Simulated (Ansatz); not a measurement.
Geometry optimisation, Ansatz, RHF/def2-SVP.

Input:

```yaml
crystal:
  periodic: [false, false, false]
  atoms:
    - { symbol: B, position_ang: [-0.087474, -0.486565, -0.392828] }
    - { symbol: C, position_ang: [-0.008659, -0.095825, 2.392111] }
    - { symbol: H, position_ang: [-1.052428, 0.084122, 2.66079] }
    - { symbol: H, position_ang: [0.587681, -0.207929, 3.300821] }
    - { symbol: H, position_ang: [0.37509, 0.751962, 1.827569] }
    - { symbol: H, position_ang: [0.998686, -0.021139, -0.503998] }
    - { symbol: H, position_ang: [-1.102277, 0.126037, -0.317776] }
    - { symbol: Br, position_ang: [-0.231887, -2.478731, -0.506101] }
    - { symbol: H, position_ang: [0.063668, -1.031231, 1.821712] }
basis:
  gaussian: { orbitals: def2-SVP }
hamiltonian:
  xc: hf
relax:
  f_tol: 0.03
  max_steps: 50
```

Run as:

```bash
$ ansatz run input.yaml --threads 1 --pin off --max-ram 2048MiB --backend cpu --events-out ev --progress --plain --runs-dir out
```

Problem. Where does it end, and by what steps?

Solution. It converged. The force dipped under the threshold on the way, but the program's further checks kept it going. After 10 steps the energy has fallen by 0.269 eV; H9 moved furthest, 0.74 Å.

| step | energy less start (eV) | largest force component (eV/Å) | accepted |
| --- | --- | --- | --- |
| 0 | 0.0000 | 1.229 | yes |
| 1 | -0.1669 | 0.512 | yes |
| 2 | -0.2411 | 0.128 | yes |
| 3 | -0.2554 | 0.207 | yes |
| 4 | -0.2442 | 0.573 | no |
| 5 | -0.2606 | 0.029 | yes |
| 6 | -0.2651 | 0.059 | yes |
| 7 | -0.2668 | 0.025 | yes |
| 8 | -0.2543 | 0.502 | no |
| 9 | -0.2682 | 0.021 | yes |
| 10 | -0.2687 | 0.029 | yes |

```xyz
9
Properties=species:S:1:pos:R:3
B -0.148 -0.617 -1.100
C 0.035 -0.021 2.941
H -1.026 0.201 3.053
H 0.528 0.056 3.909
H 0.484 0.693 2.250
H 0.928 -0.112 -1.183
H -1.160 0.001 -0.996
Br -0.254 -2.529 -1.145
H 0.156 -1.032 2.553
```

Whether the end is a true minimum wasn't checked by a vibrational analysis.

The run took 16 s on 1 thread of Arm Neoverse V2, on a shared host, peak memory 0.17 GiB.
